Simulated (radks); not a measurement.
Au-, configuration [Hg]. All-electron calculation, scalar-relativistic Kohn-Sham, LDA (Slater exchange, VWN5 correlation), spin-polarised, spherical densities, finite nucleus; Fermi nuclear charge, rms radius 5.4371 fm; hard spherical wall at 2 bohr. Program: a radial shooting solver on a logarithmic mesh with Libxc functionals.

Unscreened Slater integrals over Kohn-Sham orbitals (eV). They are taken over the spin-up orbitals. Empty in this configuration: 5f.

F0(6s,6s): 19.416
F0(6s,5d): 20.015
G2(6s,5d): 4.5752
F0(6s,5p): 20.881
G1(6s,5p): 3.2058
F0(6s,4f): 25.126
G3(6s,4f): 2.1372
F0(6s,5f): 19.484
G3(6s,5f): 5.6495
F0(5d,5d): 21.146
F2(5d,5d): 12.122
F4(5d,5d): 8.5350
F0(5d,5p): 22.142
F2(5d,5p): 12.254
G1(5d,5p): 15.065
G3(5d,5p): 9.7633
F0(5d,4f): 25.752
F2(5d,4f): 7.1749
F4(5d,4f): 3.5548
G1(5d,4f): 2.5696
G3(5d,4f): 2.4477
G5(5d,4f): 1.9653
F0(5d,5f): 20.372
F2(5d,5f): 11.304
F4(5d,5f): 7.9404
G1(5d,5f): 13.442
G3(5d,5f): 9.0034
G5(5d,5f): 6.7419
F0(5p,5p): 23.476
F2(5p,5p): 13.075
F0(5p,4f): 28.404
F2(5p,4f): 8.9666
G2(5p,4f): 3.5430
G4(5p,4f): 2.9651
F0(5p,5f): 21.162
F2(5p,5f): 10.886
G2(5p,5f): 9.2367
G4(5p,5f): 6.5758
F0(4f,4f): 48.762
F2(4f,4f): 24.009
F4(4f,4f): 15.242
F6(4f,4f): 11.018
F0(4f,5f): 24.926
F2(4f,5f): 6.8056
F4(4f,5f): 3.3981
F6(4f,5f): 2.2263
G0(4f,5f): 2.7276
G2(4f,5f): 3.1488
G4(4f,5f): 2.3815
G6(4f,5f): 1.8333
F0(5f,5f): 19.837
F2(5f,5f): 11.171
F4(5f,5f): 8.0567
F6(5f,5f): 6.2768
